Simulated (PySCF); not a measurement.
Compound: W(CH)(NH2)3, CH7N3W (singlet state).
Cartesian coordinates in Å at the PBE0-D3(BJ)/def2-SVP level; atoms count from 1:
```xyz
12
CH7N3W angstrom
W      0.0085   -0.0045    0.0378
C      0.0116    0.0071    1.7811
H      0.0139    0.0151    2.8739
N      1.9182   -0.0401   -0.4093
H      2.2483   -0.0602   -1.3728
H      2.7088   -0.0524    0.2247
N     -0.9213    1.6620   -0.4173
H     -1.3038    2.3561    0.2144
H     -1.0835    1.9455   -1.3822
N     -0.9728   -1.6471   -0.3939
H     -1.1432   -1.9411   -1.3542
H     -1.3694   -2.3230    0.2488
```

Computed, not measured: PySCF 2.14.0, PBE0-D3(BJ)/def2-SVP geometry optimisation, gas phase, def2 core potentials past Kr.

Take the most abundant isotopes and a rigid rotor. The values belong to one conformer.

(1) Give the principal moments of inertia and the rotational constants in MHz.

(2) Classify the top.

(3) What does the inertial defect say?

(4) Give the other two planar moments, Paa and Pbb, and the rms extents of the mass along the axes.

(5) Where do the R-branch lines fall?

Answers

(1) Ia = 154.13, Ib = 154.42, Ic = 190.59 u·Å²; 505379 MHz·u·Å²/I gives A = 3279, B = 3273, C = 2652 MHz.

(2) An oblate symmetric top, as the point group C3v requires two equal moments; the computed ones differ by 0.19 % because the geometry is symmetric only within the optimiser's tolerance: κ = (2 × 3273 − 3279 − 2652)/(3279 − 2652) = 0.98.

(3) Not planar: Δ = Ic − Ia − Ib = -117.95 u·Å². For a rigid frame Δ = −2 Σ m c², so Σ m c² = 58.97 u·Å² lies off the ab plane: 14.22 from hydrogen and 44.76 from heavier atoms. The atom farthest from that plane is 2.83 Å away.

(4) Paa = Σ m a² = (Ib + Ic − Ia)/2 = 95.44 and Pbb = Σ m b² = (Ia + Ic − Ib)/2 = 95.15 u·Å². With the mass M = 245.01 u, the rms extents √(P/M) along a, b and c are 0.62, 0.62, 0.49 Å.

(5) The dipole of 2.57 D lies along the symmetry axis, so ΔK = 0 and J+1 ← J falls at 2B(J+1) for every K: 6.55 GHz, 13.10 GHz, 19.66 GHz, 26.21 GHz, 32.76 GHz for J = 0 to 4.

Not checked by PBE0-D3(BJ)/def2-SVP frequencies. No vibrational averaging or centrifugal distortion is included, and the geometry carries the error of its method.
